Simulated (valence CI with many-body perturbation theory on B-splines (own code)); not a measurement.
**Level structure of Tm³⁶⁺**

Calculated by valence CI with perturbative core correlation (CI+MBPT): five valence electrons over a frozen Dirac-Fock core [Ar] 3d10, radial functions for each j: 9 s, 9 p, 8 d, 6 f, 3 g, 1 h, with the one-electron correlation potential Σ1, the two-electron term Σ2, the three-electron term Σ3, Breit, model QED; selected CI, second order for the rest, scaled by the run's own slope (own B-spline code, finite nucleus).

No measured spectrum was set against this ion. As an estimate, large intervals hold to a few tenths of a per cent, small ones and those within an open d or f shell to about a per cent. Among the levels kept, up to 780 cm⁻¹ of a level comes from second order outside the variational space, and about a tenth of that is noise between levels of different J, which matters for small intervals.

Levels 1 to 41 of 41, with energies above the lowest level, (4s^2 4p1/2^2 4p3/2) J=3/2. "Leading %" is the weight of the configuration and term that name the level; weights of strongly mixed levels are sums over their largest components and can fall short, so below about 35 % the name and the second component can differ from the true leading terms, or belong to a minority configuration. In the jj column 3d3/2^4 stands for four electrons in 3d with j = 3/2. Lifetimes count E1, E2, E3, M1 and M2 decay at the calculated energies, and are blank where another channel may lead or the interval is too uncertain; long ones can be off by a factor of two.

| No. | Configuration | Term | J | E (cm⁻¹) | Leading % | Second component | Lifetime | Leading jj |
| --- | --- | --- | --- | --- | --- | --- | --- | --- |
| 1 | 4s2 4p3 | 2P° | 3/2 | 0 | 45 | 28 % 4s2 4p3 4S° |  | 4s^2 4p1/2^2 4p3/2 (98 %) |
| 2 | 4s2 4p3 | 4S° | 3/2 | 481720 | 54 | 45 % 4s2 4p3 2D° | 453 ns | 4s^2 4p1/2 4p3/2^2 (98 %) |
| 3 | 4s2 4p3 | 2D° | 5/2 | 521360 | 99 |  | 2.24 μs | 4s^2 4p1/2 4p3/2^2 (99 %) |
| 4 | 4s2 4p3 | 2P° | 1/2 | 571150 | 99 |  | 635 ns | 4s^2 4p1/2 4p3/2^2 (99 %) |
| 5 | 4s2 4p3 | 2P° | 3/2 | 1059700 | 53 | 28 % 4s2 4p3 2D° | 223 ns | 4s^2 4p3/2^3 (98 %) |
| 6 | 4s2 4p2 4d | 2D | 3/2 | 1093700 | 35 | 34 % 4s2 4p2 4d 4F | 313 ps | 4s^2 4p1/2^2 4d3/2 (92 %) |
| 7 | 4s 4p4 | 4P | 5/2 | 1146200 | 61 | 20 % 4s 4p4 2D | 75.1 ps | 4s 4p1/2^2 4p3/2^2 (81 %) |
| 8 | 4s 4p4 | 2S | 1/2 | 1277900 | 55 | 33 % 4s 4p4 4P | 6.43 ps | 4s 4p1/2^2 4p3/2^2 (91 %) |
| 9 | 4s2 4p2 4d | 2D | 5/2 | 1279200 | 22 | 22 % 4s2 4p2 4d 4D | 4.50 ps | 4s^2 4p1/2^2 4d5/2 (79 %) |
| 10 | 4s 4p4 | 2P | 3/2 | 1297900 | 33 | 32 % 4s 4p4 2D | 3.21 ps | 4s 4p1/2^2 4p3/2^2 (82 %) |
| 11 | 4s2 4p2 4d | 4F | 3/2 | 1574100 | 33 | 27 % 4s2 4p2 4d 4D | 36.7 ps | 4s^2 4p1/2 4p3/2 4d3/2 (91 %) |
| 12 | 4s2 4p2 4d | 2F | 5/2 | 1576500 | 45 | 44 % 4s2 4p2 4d 4F | 218 ps | 4s^2 4p1/2 4p3/2 4d3/2 (96 %) |
| 13 | 4s2 4p2 4d | 4D | 1/2 | 1578900 | 76 | 14 % 4s2 4p2 4d 2P | 150 ps | 4s^2 4p1/2 4p3/2 4d3/2 (96 %) |
| 14 | 4s2 4p2 4d | 2G | 7/2 | 1616200 | 44 | 27 % 4s2 4p2 4d 2F | 168 ns | 4s^2 4p1/2 4p3/2 4d3/2 (93 %) |
| 15 | 4s 4p4 | 4P | 3/2 | 1636300 | 50 | 20 % 4s2 4p2 4d 2P | 58.2 ps | 4s 4p1/2 4p3/2^3 (60 %) |
| 16 | 4s 4p4 | 2D | 5/2 | 1680100 | 34 | 20 % 4s2 4p2 4d 2D | 185 ps | 4s^2 4p1/2 4p3/2 4d5/2 (50 %) |
| 17 | 4s2 4p2 4d | 4D | 7/2 | 1688400 | 47 | 36 % 4s2 4p2 4d 4F | 1.90 ns | 4s^2 4p1/2 4p3/2 4d5/2 (99 %) |
| 18 | 4s2 4p2 4d | 4P | 5/2 | 1719200 | 33 | 20 % 4s2 4p2 4d 2D | 1.01 ps | 4s^2 4p1/2 4p3/2 4d3/2 (74 %) |
| 19 | 4s2 4p2 4d | 4P | 1/2 | 1724200 | 31 | 30 % 4s2 4p2 4d 2P | 1.14 ps | 4s^2 4p1/2 4p3/2 4d3/2 (76 %) |
| 20 | 4s2 4p2 4d | 2D | 3/2 | 1725700 | 33 | 23 % 4s2 4p2 4d 2P | 795 fs | 4s^2 4p1/2 4p3/2 4d3/2 (83 %) |
| 21 | 4s2 4p2 4d | 2G | 9/2 | 1731700 | 57 | 41 % 4s2 4p2 4d 4F |  | 4s^2 4p1/2 4p3/2 4d5/2 (98 %) |
| 22 | 4s2 4p2 4d | 4D | 3/2 | 1779200 | 28 | 23 % 4s 4p4 2D | 3.51 ps | 4s^2 4p1/2 4p3/2 4d5/2 (50 %) |
| 23 | 4s2 4p2 4d | 2S | 1/2 | 1803100 | 32 | 22 % 4s 4p4 4P | 2.11 ps | 4s^2 4p1/2 4p3/2 4d5/2 (39 %) |
| 24 | 4s2 4p2 4d | 2F | 5/2 | 1814400 | 30 | 27 % 4s2 4p2 4d 4D | 2.00 ps | 4s^2 4p1/2 4p3/2 4d5/2 (51 %) |
| 25 | 4s2 4p2 4d | 2F | 7/2 | 1824100 | 46 | 29 % 4s2 4p2 4d 2G | 3.13 ps | 4s^2 4p1/2 4p3/2 4d5/2 (87 %) |
| 26 | 4s2 4p2 4d | 2P | 3/2 | 1842500 | 37 | 25 % 4s2 4p2 4d 2D | 2.20 ps | 4s^2 4p1/2 4p3/2 4d5/2 (71 %) |
| 27 | 4s2 4p2 4d | 2D | 5/2 | 1853000 | 44 | 19 % 4s2 4p2 4d 4P | 1.50 ps | 4s^2 4p1/2 4p3/2 4d5/2 (72 %) |
| 28 | 4s 4p4 | 2P | 3/2 | 1888100 | 26 | 24 % 4s2 4p2 4d 2D | 1.73 ps | 4s 4p1/2 4p3/2^3 (51 %) |
| 29 | 4s2 4p2 4d | 2P | 1/2 | 1915600 | 51 | 21 % 4s 4p4 2P | 1.34 ps | 4s^2 4p1/2 4p3/2 4d5/2 (55 %) |
| 30 | 4s2 4p2 4d | 4P | 1/2 | 2197200 | 43 | 16 % 4s2 4p2 4d 2S | 1.19 ps | 4s^2 4p3/2^2 4d3/2 (78 %) |
| 31 | 4s2 4p2 4d | 2D | 3/2 | 2201100 | 36 | 26 % 4s2 4p2 4d 4P | 954 fs | 4s^2 4p3/2^2 4d3/2 (89 %) |
| 32 | 4s2 4p2 4d | 2D | 5/2 | 2207000 | 30 | 19 % 4s2 4p2 4d 4D | 1.08 ps | 4s^2 4p3/2^2 4d3/2 (84 %) |
| 33 | 4s2 4p2 4d | 2P | 1/2 | 2212400 | 57 | 12 % 4s2 4p2 4d 2S | 12.1 ps | 4s^2 4p3/2^2 4d5/2 (69 %) |
| 34 | 4s2 4p2 4d | 2F | 7/2 | 2217300 | 43 | 36 % 4s2 4p2 4d 4D | 2.84 ps | 4s^2 4p3/2^2 4d5/2 (63 %) |
| 35 | 4s2 4p2 4d | 4F | 9/2 | 2235400 | 57 | 41 % 4s2 4p2 4d 2G | 385 ns | 4s^2 4p3/2^2 4d5/2 (98 %) |
| 36 | 4s2 4p2 4d | 2F | 7/2 | 2238100 | 66 | 24 % 4s2 4p2 4d 2G | 1.65 ps | 4s^2 4p3/2^2 4d3/2 (60 %) |
| 37 | 4s 4p3 4d | 4D° | 5/2 | 2247400 | 27 | 27 % 4s 4p3 4d 6D° | 37.7 ps | 4s 4p1/2^2 4p3/2 4d3/2 (91 %) |
| 38 | 4s 4p3 4d | 6D° | 3/2 | 2252900 | 34 | 17 % 4s 4p3 4d 4D° | 24.8 ps | 4s 4p1/2^2 4p3/2 4d3/2 (92 %) |
| 39 | 4s 4p3 4d | 4P° | 1/2 | 2252900 | 41 | 40 % 4s 4p3 4d 6D° | 44.9 ps | 4s 4p1/2^2 4p3/2 4d3/2 (92 %) |
| 40 | 4s 4p3 4d | 6D° | 7/2 | 2268600 | 27 | 24 % 4s 4p3 4d 4F° | 75.5 ps | 4s 4p1/2^2 4p3/2 4d3/2 (78 %) |
| 41 | 4s2 4p2 4d | 2D | 3/2 | 2282900 | 63 | 18 % 4s2 4p2 4d 2P | 1.15 ps | 4s^2 4p3/2^2 4d3/2 (86 %) |

The ionisation energy to 4s2 4p2 3P_0 of the next ion comes out as 1593 eV (NIST: 1591 ± 5 eV (theoretical)). All 41 levels together are meant to be complete up to 2289200 cm⁻¹.
